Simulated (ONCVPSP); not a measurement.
## What the settings do to the ONCV potential of tin

Base potential:

Sn, optimised norm-conserving Vanderbilt (ONCV), made with ONCVPSP 4.0.1 (LDA (Perdew-Wang 92), scalar-relativistic). Core [Ar] 3d10, reference 4s2 4p6 4d10 5s2 5p1 (charge +1). Waves: 4s+5s: rc 1.55 bohr, ncon 4, nbas 7, qcut 8.4 1/bohr, 2 projectors; 4p+5p: rc 1.75 bohr, ncon 5, nbas 9, qcut 9 1/bohr, 2 projectors; 4d: rc 1.55 bohr, ncon 4, nbas 9, qcut 9.4 1/bohr, local. Local part: the d channel. Core correction: none.

All-electron outer shells of the reference configuration (LDA (PZ), scalar-relativistic, ld1.x):

```
shell  level (eV)  outermost node (bohr)  outermost maximum (bohr)
   3p     -706.46                   0.14                      0.30
   3d     -481.77                      –                      0.25
   4s     -141.71                   0.40                      0.74
   4p      -97.62                   0.41                      0.79
   4d      -33.93                   0.39                      0.88
   5s      -18.16                   0.98                      1.97
   5p      -10.53                   1.08                      2.40
```

Cutoffs, loose and tight: the cutoffs (Ha) at which the residual kinetic energy of the hardest occupied pseudo-wave falls to 1 and 0.1 mHa per electron. They do not see the model core or the augmentation charge, which bear on the density cutoff. Test errors are all-electron minus pseudo excitation energies from the reference, over the configurations 4s2 4p6 4d10 5s2 5p2; 4s2 4p6 4d10 5s2 5p0; 4s2 4p6 4d10 5s1 5p0; 4s2 4p6 4d10 5s0 5p0. A dash means not determined; rows that change the core or the reference have their own tests.

A true bound ghost makes a file unfit for plane-wave use even where its test errors are small: the radial tests pick states by their node count and pass the ghost by.

```csv
change,outcome,"cutoff, loose","cutoff, tight",bound ghosts,GHOST(+) flags above zero,largest test error (meV)
base,generated,35 Ha,39 Ha,p,s,-36
p: qcut 5.6,generated,64 Ha,83 Ha,none,s,-34
p: qcut 6.1,generated,35 Ha,76 Ha,none,s,-34
p: qcut 7.1,generated,35 Ha,39 Ha,none,s,-32
p: qcut 7.9,generated,35 Ha,39 Ha,p,s,-36
p: qcut 8.7,generated,35 Ha,39 Ha,p,s,-36
p: qcut 10.1,generated,35 Ha,39 Ha,p,s,-36
p: qcut 10.9,generated,35 Ha,39 Ha,p,s,-36
```

Q: What comes out with this change to the base: p: qcut 13.6?

A: outcome: generated; cutoff, loose: 39 Ha; cutoff, tight: 50 Ha; bound ghosts: none; GHOST(+) flags above zero: s; largest test error (meV): -33.

Q: What comes out with this change to the base: p: qcut 12.7?

A: outcome: generated; cutoff, loose: 35 Ha; cutoff, tight: 43 Ha; bound ghosts: none; GHOST(+) flags above zero: s, p; largest test error (meV): -26.

Q: What comes out with this change to the base: p: qcut 11.8?

A: outcome: generated; cutoff, loose: 35 Ha; cutoff, tight: 43 Ha; bound ghosts: p; GHOST(+) flags above zero: s; largest test error (meV): -50.

Reading the sweep of the qcut of the p channel (base included, trends over the rows without a ghost): The loose cutoff is not monotonic: lowest 35 Ha at 6.1 1/bohr, highest 64 Ha at 5.6 1/bohr. The median size of the test errors (rows with all tests solved) is not monotonic: lowest 6.4 meV at 12.7 1/bohr, highest 8.3 meV at 6.1 1/bohr. Bound ghosts are found at 7.9, 8.7, 9, 10.1, 10.9, 11.8 1/bohr.
